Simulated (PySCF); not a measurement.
Task: Give a GFN2-xTB geometry of `CC#CC[SiH2]OC`.

Result: 
```
atom  x, y, z in Å
C1    -4.023    0.013   -0.246
C2    -2.617   -0.306   -0.393
C3    -1.457   -0.578   -0.523
C4    -0.057   -0.893   -0.664
Si5    1.018    0.299    0.351
O6     2.512   -0.251    0.029
C7     3.723    0.244    0.509
H8    -4.144    0.868    0.420
H9    -4.560   -0.838    0.173
H10   -4.456    0.259   -1.216
H11    0.110   -1.921   -0.336
H12    0.215   -0.840   -1.720
H13    0.721    0.227    1.787
H14    0.859    1.693   -0.082
H15    4.528   -0.362    0.093
H16    3.863    1.285    0.208
H17    3.759    0.192    1.599
```

Any rigid rotation of these coordinates is as good. Atoms count from 1 in this order. O6 (silyl ether oxygen) is bent (angle 127.6°). The 3 C–C bonds span 1.199 Å (C2≡C3, drawn triple) to 1.449 Å (C1–C2, drawn single), a spread of 0.250 Å. Si5 (oxygen-bound silicon) is distorted tetrahedral (angles from 101.6° to 112.1°). The 7 heavy atoms lie in one plane (0.001 Å rms).

Bonds between heavy atoms (Å): C1–C2 1.449, C2≡C3 1.199, C3–C4 1.442, C4–Si5 1.899, Si5–O6 1.624, O6–C7 1.393.

Structure optimised with GFN2-xTB, isolated species.

Point group: Cs (every atom within 0.08 Å of its image). GFN2-xTB frequencies: not computed here. The numbers are those of one conformer (C3–C4–Si5–O6 180°, C4–Si5–O6–C7 180°).
